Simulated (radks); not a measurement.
The bromine ion Br4+, configuration [Ar] 3d10 4s2 4p1. All-electron calculation, Dirac Kohn-Sham, LDA (Slater exchange, Perdew-Wang correlation), spin-unpolarised, spherical densities, finite nucleus; open shells fill j = l - 1/2 first; Fermi nuclear charge, rms radius 4.1629 fm. Program: a radial shooting solver on a logarithmic mesh with Libxc functionals.

Unscreened Slater integrals over Kohn-Sham orbitals (eV). Large and small components are both included. Empty in this configuration: 4p3/2.

integral          value
F0(4p1/2,4p1/2)  14.658
F0(4p1/2,4s1/2)  15.392
G1(4p1/2,4s1/2)  10.484
F0(4p1/2,3d5/2)  18.810
G3(4p1/2,3d5/2)  1.4424
F0(4p1/2,3d3/2)  18.824
G1(4p1/2,3d3/2)  1.5426
F0(4p1/2,4p3/2)  14.555
G2(4p1/2,4p3/2)  7.7496
F0(4s1/2,4s1/2)  16.275
F0(4s1/2,3d5/2)  20.573
G2(4s1/2,3d5/2)  1.9329
F0(4s1/2,3d3/2)  20.591
G2(4s1/2,3d3/2)  1.9116
F0(4s1/2,4p3/2)  15.267
G1(4s1/2,4p3/2)  10.325
F0(3d5/2,3d5/2)  42.498
F2(3d5/2,3d5/2)  20.332
F4(3d5/2,3d5/2)  12.786
F0(3d5/2,3d3/2)  42.641
F2(3d5/2,3d3/2)  20.393
G2(3d5/2,3d3/2)  20.350
G4(3d5/2,3d3/2)  12.798
F0(3d5/2,4p3/2)  18.575
F2(3d5/2,4p3/2)  4.2792
G1(3d5/2,4p3/2)  1.5009
G3(3d5/2,4p3/2)  1.3970
F0(3d3/2,3d3/2)  42.786
F2(3d3/2,3d3/2)  20.456
F0(3d3/2,4p3/2)  18.589
F2(3d3/2,4p3/2)  4.2538
G1(3d3/2,4p3/2)  1.4868
G3(3d3/2,4p3/2)  1.3845
F0(4p3/2,4p3/2)  14.454
F2(4p3/2,4p3/2)  7.7039
